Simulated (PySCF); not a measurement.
Al(GeH3)(H)(OH) (AlGeH5O), SMILES [GeH3][AlH][OH]. Atoms are numbered in the order given.

```xyz
8

Al    -1.2549     0.4598    -0.3758
Ge     0.7899    -0.6779     0.4090
H      1.0344    -2.0034    -0.3544
H      2.0629     0.1817     0.2438
H      0.6917    -1.0631     1.9061
H     -2.7189    -0.1518    -0.3070
O     -1.0377     2.0204    -1.0380
H     -1.7309     2.5895    -1.3865
```
Charge 0, spin multiplicity 1.

Coordinates come from a B3LYP-D3(BJ)/def2-SVP optimisation. One conformer was computed; it need not be the lowest.

These are TDDFT-ωB97X/def2-SVPD (PySCF) values and carry that method's errors.

Vertical excitations. Isolated molecule, no solvent.

Computed excitation energies, oscillator strengths and character:
| state | energy (eV) | λ (nm) | f | main pairs |
|---|---|---|---|---|
| S1 | 5.13 | 242 | 0.006 | HOMO→LUMO 97 % |
| S2 | 6.52 | 190 | 0.012 | HOMO→LUMO+1 59 %, HOMO→LUMO+2 21 %, HOMO→LUMO+3 12 % |
| S3 | 7.06 | 176 | 0.038 | HOMO−3→LUMO 74 %, HOMO−1→LUMO 19 % |
| S4 | 7.11 | 174 | 0.388 | HOMO→LUMO+2 69 %, HOMO→LUMO+1 22 % |
| S5 | 7.55 | 164 | 0.056 | HOMO−4→LUMO 47 %, HOMO−2→LUMO 36 % |
| S6 | 7.69 | 161 | 0.002 | HOMO−1→LUMO 69 %, HOMO−3→LUMO 17 % |
| S7 | 7.86 | 158 | 0.053 | HOMO−4→LUMO 28 %, HOMO→LUMO+3 28 %, HOMO−2→LUMO 23 %, HOMO→LUMO+5 6 % |
| S8 | 7.91 | 157 | 0.002 | HOMO→LUMO+4 62 %, HOMO−4→LUMO+1 16 % |
| S9 | 8.03 | 154 | 0.049 | HOMO−4→LUMO+1 39 %, HOMO→LUMO+4 20 %, HOMO−2→LUMO+1 19 % |
| S10 | 8.07 | 154 | 0.297 | HOMO→LUMO+3 35 %, HOMO−2→LUMO 29 %, HOMO−3→LUMO+1 15 % |
| T1 | 4.56 | 272 | 0 | HOMO→LUMO 96 % |
| T2 | 5.97 | 208 | 0 | HOMO→LUMO+1 37 %, HOMO→LUMO+2 34 %, HOMO→LUMO+3 14 %, HOMO→LUMO+5 7 % |
| T3 | 6.22 | 199 | 0 | HOMO→LUMO+2 41 %, HOMO→LUMO+1 31 %, HOMO→LUMO+5 8 %, HOMO→LUMO+3 8 % |
| T4 | 6.49 | 191 | 0 | HOMO−3→LUMO 58 %, HOMO−1→LUMO 25 % |
Triplets are in the Tamm–Dancoff approximation, which puts them higher than full response would, so one can lie above its singlet here.
